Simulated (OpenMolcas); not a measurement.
Pd4+.

```json
{
  "Program": "OpenMolcas",
  "Method": "RASSCF",
  "Basis": "ANO-RCC-VTZP [7s6p4d2f1g]",
  "Scalar Hamiltonian": "DKH2, point nucleus",
  "Active space": "12 electrons in 8 orbitals (RAS1 4p, at most 2 holes; RAS2 4d)",
  "State averaging": "2S+1 = 5 even, 5 roots; 2S+1 = 3 even, 45 roots; 2S+1 = 1 even, 49 roots",
  "Spin-orbit coupling": "state interaction with AMFI integrals over the reference wave functions, term energies averaged over their components"
}
```

Levels without dynamic correlation, in cm⁻¹ above 4d⁶ ⁵D₄:

```csv
Level,E
4d⁶ ³P₂(1),20521
4d⁶ ³H₆,23426
4d⁶ ³F₃(1) [75 %],24763
4d⁶ ³G₅,28873
4d⁶ ³D₂,33575
```

On this reference, MS-RASPT2, IPEA 0.25 Eh, imaginary shift 0.1 Eh (closed shells correlated: 4s) puts 4d⁶ ³P₂(1) at 20080 cm⁻¹.

Q: Estimate the other levels at that method by one scale factor, and say how well it serves.

A: The factor is 20080 / 20521 = 0.979. Scaled values beside those that MS-RASPT2 gives:
| Level | Scaled | MS-RASPT2 | Miss (%) |
| --- | --- | --- | --- |
| 4d⁶ ³H₆ | 22934 | 20000 | +14.7 |
| 4d⁶ ³F₃(1) [75 %] | 24243 | 22870 | +6.0 |
| 4d⁶ ³G₅ | 28267 | 25550 | +10.6 |
| 4d⁶ ³D₂ | 32870 | 30580 | +7.5 |
For these levels the scaled values miss MS-RASPT2 by up to 14.7 %, as correlation changes each term by its own factor, spin-orbit parts do not scale and CASPT2 has its own spread within terms. This holds within one configuration; levels of others move differently, and the target method has errors of its own against measurement.

CASPT2 breaks the degeneracy within a term, and the mean is taken; among the terms shown or strongly mixed into the levels shown the widest spread is 470 cm-1 (4d⁶ ³G, MS-RASPT2). Active for correlation alone: 4p; no level in the range computed is led by a configuration that opens it, so any true level of that kind is missing. Without dynamic correlation excited terms often stand tens of per cent too high (terms of higher spin than the ground term too low), and those without a measured partner can miss by more than the paired ones (holds for RASSCF). Only configurations of the active space appear.

A share in square brackets marks a mixed level and gives the weight of the term that names it, the lowest over the columns. A number in round brackets counts repeated terms of one configuration in the order of the reference energies.
